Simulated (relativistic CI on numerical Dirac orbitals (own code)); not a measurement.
Input to a radial Dirac CI calculation:

```
atom Ga  Z=31  charge=29  electrons=2
nucleus A=69  rms_radius_fm=3.9973
hamiltonian dirac-coulomb  breit=on  qed=on  c_scale=1
orbitals kli  potential=per-configuration
slater_scale 0.9
correlation none
mixing on
configurations
  1s2
  1s 2p
  1p 2p
  1s 1p
end
```

Problem. How did the run end?

Solution. The self-consistent field of one configuration failed: SCF of 1p 2p ended with code -1.
